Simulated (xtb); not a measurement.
AlBr$_{3}$, singlet, from a rough starting geometry (GFN-xTB shapes and energies of metal compounds can be far from the true ones); GFN2-xTB (xtb 6.7.1).

Input for xtb:
```
$ xtb mol.xyz --gfn 2 --opt vtight --json

# file mol.xyz
4

Al    -0.05069337     0.03288183     0.01320572
Br    -1.81078704    -1.33192115    -0.10511376
Br    -0.01147824     1.99039862    -1.04176610
Br     1.77427123    -0.61166895     1.12537879
```

Task: Write the output that xtb gives for this input, abridged.

Result: 
```
   ID    Z sym.   atoms
    1   13 Al     1
    2   35 Br     2-4

           -------------------------------------------------
          |                Calculation Setup                |
           -------------------------------------------------

           -------------------------------------------------
          |                 G F N 2 - x T B                 |
           -------------------------------------------------

          ...................................................
          :                      SETUP                      :
          :.................................................:
          :  # basis functions                  40          :
          :  # atomic orbitals                  36          :
          :  # shells                           12          :
          :  # electrons                        24          :
          :  max. iterations                   250          :
          :  Hamiltonian                  GFN2-xTB          :
          :  restarted?                      false          :
          :  GBSA solvation                  false          :
          :  PC potential                    false          :
          :  electronic temp.          300.0000000     K    :
          :  accuracy                    1.0000000          :
          :  -> integral cutoff          0.2500000E+02      :
          :  -> integral neglect         0.1000000E-07      :
          :  -> SCF convergence          0.1000000E-05 Eh   :
          :  -> wf. convergence          0.1000000E-03 e    :
          :  Broyden damping             0.4000000          :
          :  net charge                          0          :
          :  unpaired electrons                  0          :
          ...................................................

 iter      E             dE          RMSdq      gap      omega  full diag
   1    -13.4690368 -0.134690E+02  0.171E+01    5.16       0.0  T
   2    -13.5368405 -0.678038E-01  0.128E+01    4.03       1.0  T
   3    -13.5107297  0.261109E-01  0.583E+00    5.07       1.0  T
   4    -13.5544789 -0.437492E-01  0.219E+00    4.22       1.0  T
   5    -13.5515839  0.289499E-02  0.331E+00    4.49       1.0  T
   6    -13.5553944 -0.381053E-02  0.747E-01    4.24       1.0  T
   7    -13.5557717 -0.377244E-03  0.368E-01    4.40       1.0  T
   8    -13.5560668 -0.295176E-03  0.152E-01    4.37       1.0  T
   9    -13.5561400 -0.731705E-04  0.105E-01    4.34       1.0  T
  10    -13.5561377  0.230510E-05  0.373E-02    4.34       1.3  T
  11    -13.5561402 -0.249253E-05  0.105E-02    4.34       4.8  T
  12    -13.5561403 -0.155928E-06  0.904E-03    4.34       5.5  T
  13    -13.5561405 -0.186817E-06  0.578E-03    4.34       8.6  T
  14    -13.5561406 -0.970618E-07  0.111E-03    4.34      45.2  T
  15    -13.5561406  0.133574E-07  0.243E-03    4.34      20.6  T
  16    -13.5561406 -0.161795E-07  0.153E-04    4.34     327.7  T
  17    -13.5561406  0.147645E-09  0.258E-04    4.34     193.6  T

   *** convergence criteria satisfied after 17 iterations ***

         :::::::::::::::::::::::::::::::::::::::::::::::::::::
         ::                     SUMMARY                     ::
         :::::::::::::::::::::::::::::::::::::::::::::::::::::
         :: total energy             -13.514499906611 Eh    ::
         :: gradient norm              0.010614655582 Eh/a0 ::
         :: HOMO-LUMO gap              4.338785030391 eV    ::
         ::.................................................::
         :: SCC energy               -13.556139311763 Eh    ::
         :: -> isotropic ES            0.044663661100 Eh    ::
         :: -> anisotropic ES          0.004667820824 Eh    ::
         :: -> anisotropic XC         -0.013076225956 Eh    ::
         :: -> dispersion             -0.004149301236 Eh    ::
         :: repulsion energy           0.041639405151 Eh    ::
         :: add. restraining           0.000000000000 Eh    ::
[...]
 * total energy  :   -13.5144999 Eh     change       -0.1653504E-09 Eh
 * total energy  :   -13.5141968 Eh     change        0.3031107E-03 Eh
 * total energy  :   -13.5148261 Eh     change       -0.6293182E-03 Eh
 * total energy  :   -13.5147493 Eh     change        0.7684374E-04 Eh
 * total energy  :   -13.5148806 Eh     change       -0.1313479E-03 Eh
 * total energy  :   -13.5148806 Eh     change        0.2109885E-07 Eh
 * total energy  :   -13.5148807 Eh     change       -0.1045227E-06 Eh
 * total energy  :   -13.5148807 Eh     change       -0.1002178E-07 Eh
   *** GEOMETRY OPTIMIZATION CONVERGED AFTER 8 ITERATIONS ***
         :: total energy             -13.514880711852 Eh    ::
[...]
      -------------------------------------------------------------
         1        2.0000           -0.8685856             -23.6354
         2        2.0000           -0.8685740             -23.6351
         3        2.0000           -0.8588612             -23.3708
         4        2.0000           -0.5500530             -14.9677
         5        2.0000           -0.4763066             -12.9610
         6        2.0000           -0.4763046             -12.9609
         7        2.0000           -0.4709251             -12.8145
         8        2.0000           -0.4709002             -12.8138
         9        2.0000           -0.4678472             -12.7308
        10        2.0000           -0.4678337             -12.7304
        11        2.0000           -0.4626550             -12.5895
        12        2.0000           -0.4535792             -12.3425 (HOMO)
        13                         -0.2973842              -8.0922 (LUMO)
        14                         -0.2211502              -6.0178
        15                         -0.1351231              -3.6769
        16                         -0.1350510              -3.6749
        17                         -0.1136749              -3.0933
        18                         -0.1136428              -3.0924
        19                         -0.0274924              -0.7481
        20                         -0.0234249              -0.6374
        21                         -0.0234079              -0.6370
        22                          0.0012881               0.0351
        23                          0.0012973               0.0353
       ...                                ...                  ...
        36                          2.0108731              54.7186
      -------------------------------------------------------------
                  HL-Gap            0.1561950 Eh            4.2503 eV
             Fermi-level           -0.3754817 Eh          -10.2174 eV

     #   Z          covCN         q      C6AA      α(0)
     1  13 Al       2.379     0.428    99.838    20.950
     2  35 Br       0.796    -0.143   188.589    22.141
     3  35 Br       0.796    -0.143   188.590    22.141
     4  35 Br       0.796    -0.143   188.592    22.141

 Mol. C6AA /au·bohr⁶  :       2588.413925
 Mol. C8AA /au·bohr⁸  :     178484.198473
 Mol. α(0) /au        :         87.372077

Wiberg/Mayer (AO) data.
largest (>0.10) Wiberg bond orders for each atom

 ---------------------------------------------------------------------------
     #   Z sym  total        # sym  WBO       # sym  WBO       # sym  WBO
 ---------------------------------------------------------------------------
     1  13 Al   3.877 --     2 Br   1.292     3 Br   1.292     4 Br   1.292
     2  35 Br   1.437 --     1 Al   1.292
     3  35 Br   1.437 --     1 Al   1.292
     4  35 Br   1.437 --     1 Al   1.292
 ---------------------------------------------------------------------------

Topologies differ in total number of bonds
Writing topology from bond orders to xtbtopo.mol

molecular dipole:
                 x           y           z       tot (Debye)
 q only:       -0.000      -0.000      -0.001
   full:       -0.000      -0.000      -0.001       0.003
molecular quadrupole (traceless):
                xx          xy          yy          xz          yz          zz
 q only:       -1.139      -0.922      -0.848      -1.757       2.055       1.987
  q+dip:       -3.147      -2.550      -2.345      -4.853       5.678       5.491
   full:       -4.047      -3.280      -3.015      -6.241       7.302       7.062

optimized geometry written to: xtbopt.xyz

           -------------------------------------------------
          | TOTAL ENERGY              -13.514880711852 Eh   |
          | GRADIENT NORM               0.000042190607 Eh/α |
          | HOMO-LUMO GAP               4.250283120618 eV   |
           -------------------------------------------------

normal termination of xtb
```
